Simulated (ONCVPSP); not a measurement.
Ranking ONCV potentials for scandium

All share these settings but for the change named:

scandium, optimised norm-conserving Vanderbilt (ONCV), made with ONCVPSP 4.0.1 (PW91, scalar-relativistic). Core [Ne], reference 3s2 3p6 3d1 4s2. Waves: 3s+4s: rc 1.80 bohr, ncon 4, nbas 7, qcut 7.1 1/bohr, 2 projectors; 3p: rc 1.80 bohr, ncon 3, nbas 7, qcut 7.5 1/bohr, 2 projectors, debl 3.8 Ha; 3d: rc 2.85 bohr, ncon 3, nbas 8, qcut 4.6 1/bohr, 3 projectors, debl 2 Ha. Local part: polynomial inside 1.65 bohr (lpopt 5, dvloc0 0 Ha). Core correction: polynomial model core, fcfact 0.65.

Cutoff: the first of the cutoffs (Ha) at which the residual kinetic energy of the hardest occupied pseudo-wave falls to 1 and 0.1 mHa per electron; the density cutoff is not measured.

The base gives 17 Ha.

Of 8 variants that were run, those that failed, showed a ghost or another fault, or gave nearly equal values are left out.

A variant can come out equal or close to the base.

Task: Rank these variants from softest to hardest (loose cutoff).
A. s: qcut 10.5; p: qcut 11.1; d: qcut 6.8
B. s: qcut 8.4; p: qcut 8.9; d: qcut 5.5
C. s: qcut 7; p: qcut 7.4; d: qcut 4.5
D. s: qcut 4.5; p: qcut 4.8; d: qcut 2.9

Result: C (17 Ha), B (19 Ha), A (25 Ha), D (40 Ha).
